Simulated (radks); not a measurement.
Numerical settings for neutral selenium, [Ar] 3d10 4s2 4p4. Calculated with a radial shooting solver on a logarithmic mesh with Libxc functionals: scalar-relativistic Kohn-Sham, PBEsol, spin-polarised, spherical densities, point nucleus; open shells are filled with parallel spins first. The defaults (mesh step 0.008 in ln r, mesh end at 40 bohr or more with all orbitals vanishing there, Anderson mixing 0.5 over 9 steps, residual threshold near 1e-9 with the energy settled to 1e-9 hartree or 1e-11 of itself, here a cap of 73 iterations) give E = -2428.3293 hartree and 4p at -5.616 eV in 14 iterations. Run on one thread of a shared host, so times are rough (Arm Neoverse N1): 0.24 s of CPU time, 0.24 s wall, 14 iterations on 2669 mesh points. Changes against that run (0 stands for a change within the tolerance of the run):

setting,iterations,converged,E (mhartree),e(4p) (meV),CPU (s)
mesh step in ln r 0.08,7,no,diverged,-,0.04
mesh step in ln r 0.12,2,no,diverged,-,0.03
mesh step in ln r 0.05,14,yes,+0.00156,0,0.06
mesh end (bohr) 2,14,level above zero,+9.78e+03,+7.09e+04,0.18
mesh end (bohr) 12,14,yes,+0.00398,+0.519,0.22
residual threshold 1e-13,21,yes,0,0,0.3
residual threshold 1e-16,73,no,0,0,0.64
mixing 2.5,16,yes,0,0,0.27
"linear mixing, mixing 0.5",30,yes,0,0,0.41
"linear mixing, mixing 0.05",73,no,+0.88,-95.5,1.1
mixing history 20,20,yes,0,0,0.31
iteration cap 8,8,no,+0.000293,+1.35,0.14

Settled on a wrong energy, with an occupied level pushed above zero by the early mesh end: mesh end (bohr) 2 (+9.78 hartree). Apart from these: no run marked as converged misses the energy by more than 1 mhartree. A mesh that ends early acts as a hard wall.
